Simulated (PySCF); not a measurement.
Compound: C₄H₉NOSi.
Z-matrix (Å and degrees, PBE0-D3(BJ)/def2-SVP geometry), rows numbered from 1:
```
C 
N   1  1.2630
C   2  1.4382  1  119.86
C   3  1.5395  2  109.38  1  -123.75
C   4  1.5356  3  107.93  2    84.35
Si  5  1.8852  4  100.17  3    36.35
O   3  1.4138  2  114.98  1    -1.71
H   1  1.1042  2  123.17  3    -0.88
H   1  1.0993  2  118.96  3   179.86
H   3  1.1038  2  106.06  1   117.37
H   4  1.1020  3  108.18  2  -156.85
H   4  1.0995  3  109.80  2   -39.39
H   5  1.1020  4  111.05  3   -79.89
H   5  1.0991  4  112.56  3   159.23
H   6  1.4927  5  114.91  4    94.97
H   6  1.4931  5  115.76  4  -136.79
```

The calculation used core-valence-separated Tamm–Dancoff BHandHLYP/aug-pcX-1 (pcseg-1 on H, def2-SVPD on Si) in PySCF, non-relativistic, gas phase, PBE0-D3(BJ)/def2-SVP geometry. The energies are unshifted.

Q: What does the N 1s absorption edge look like?

A: 
| E (eV) | f | core hole on | main final orbital |
| --- | --- | --- | --- |
| 396.03 | 0.0616 | N2 | LUMO (57 %) |
| 401.06 | 0.0022 | N2 | LUMO+2 (46 %) |
| 401.60 | 0.0014 | N2 | LUMO+2 (32 %) |
| 401.69 | 0.0007 | N2 | LUMO+3 (37 %) |
| 401.94 | 0.0017 | N2 | LUMO+5 (42 %) |
| 402.02 | 0.0008 | N2 | LUMO+4 (52 %) |
| 402.36 | 0.0016 | N2 | LUMO+6 (53 %) |

The first line with a tenth or more of the strongest one's intensity is at 396.03 eV (f = 0.062), with the hole on N2 (imine nitrogen). It is also the strongest listed.

Q: List the carbon K-edge absorption lines.

A: 
```
E (eV)       f  core hole on  main final orbital                        polarisation
282.74  0.0660            C1         LUMO (53 %)  normal to the local trigonal plane
285.27  0.0087            C5       LUMO+1 (77 %)                                   –
285.57  0.0136            C5       LUMO+2 (35 %)                                   –
285.70  0.0123            C4         LUMO (33 %)                                   –
285.81  0.0217            C5              spread                                   –
286.13  0.0171            C4       LUMO+2 (30 %)                                   –
286.25  0.0080            C5         LUMO (52 %)                                   –
286.50  0.0171            C4              spread                                   –
286.54  0.0165            C4       LUMO+1 (38 %)                                   –
286.57  0.0173            C5              spread                                   –
286.85  0.0100            C1       LUMO+2 (56 %)         in the local trigonal plane
286.94  0.0007            C5       LUMO+4 (58 %)                                   –
287.19  0.0012            C5       LUMO+7 (40 %)                                   –
287.22  0.0021            C4       LUMO+5 (36 %)                                   –
287.24  0.0069            C3         LUMO (82 %)                                   –
287.35  0.0011            C5       LUMO+5 (33 %)                                   –
287.38  0.0009            C4              spread                                   –
287.55  0.0282            C1       LUMO+5 (45 %)         in the local trigonal plane
287.57  0.0029            C5       LUMO+6 (30 %)                                   –
```

The first line with a tenth or more of the strongest one's intensity is at 282.74 eV (f = 0.066), with the hole on C1 (imine carbon), polarised normal to the local trigonal plane: a 1s→π* resonance. It is also the strongest listed.

Q: List the oxygen K-edge absorption lines.

A: 
```tsv
E (eV)	f	core hole on	main final orbital
532.64	0.0080	O7	LUMO+2 (34 %)
533.23	0.0025	O7	LUMO (75 %)
533.88	0.0013	O7	LUMO+1 (57 %)
534.16	0.0096	O7	spread
534.36	0.0125	O7	LUMO+4 (50 %)
534.50	0.0151	O7	spread
534.73	0.0080	O7	spread
```

The first line with a tenth or more of the strongest one's intensity is at 532.64 eV (f = 0.008), with the hole on O7 (silyl ether oxygen). The strongest listed is at 534.50 eV (f = 0.015; O7).

Roots within 0.03 eV whose holes lie on the same, on equivalent or on shared atoms are summed into one line, and the highest roots are left out, as the search may have cut off their partners. Final orbitals are the ground state's empty Kohn–Sham orbitals. A dash: too weak, shared between unlike atoms, or no plane or axis to refer to.

Q: What is the summed oscillator strength of the listed N K lines, and their intensity-weighted mean energy?

A: Σf = 0.070 over 7 lines from 396.03 to 402.36 eV; the weighted mean is 396.72 eV. The strongest line holds 88 % of the sum.

The list ends where the root search ended, not at a threshold.

One conformer stands for the species.
